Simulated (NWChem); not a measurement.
## Ionisation of F$_{5}$Te

```
Te
F 1 1.8841
F 1 1.9424 2 90.72
F 1 1.9424 2 90.72 3 180.00
F 1 1.9424 2 90.72 3 -90.00
F 1 1.9424 2 90.72 5 180.00
```
Charge 0, spin multiplicity 2.

The numbers come from NWChem runs, not from measurements. All single points use one geometry, from UB3LYP/def2-SVP with def2 effective core potentials on Te, a minimum by its harmonic frequencies.

Basis set: def2-SVP. The species with one electron less has spin multiplicity 1 and keeps the geometry of the parent. Δ marks differences of total energies (open shells unrestricted). −ε marks an orbital energy of the parent. That orbital need not have the symmetry of the hole or added electron in the Δ rows. That singlet is a closed-shell solution.

Effective core potentials replace the inner electrons of Te; spin-orbit coupling is left out. B3LYP has NWChem's definition, with VWN1-RPA local correlation. The structure started from a generated list of species. The unpaired electrons of the parent sit in orbitals of symmetry a1 (C2v labels of the run); other states weren't searched. No SCF solution was tested for a lower state. Open-shell Hartree-Fock references start from PBE0 orbitals.

For the first vertical ionisation energy, −ε(alpha HOMO) of B3LYP gives 9.51 eV and −ε(alpha HOMO) of PBE gives 8.08 eV. What do −ε(alpha HOMO) of HF, −ε(alpha HOMO) of M06-2X, ΔB3LYP give?

−ε(alpha HOMO) of HF: 14.14 eV; −ε(alpha HOMO) of M06-2X: 11.36 eV; ΔB3LYP: 12.26 eV.
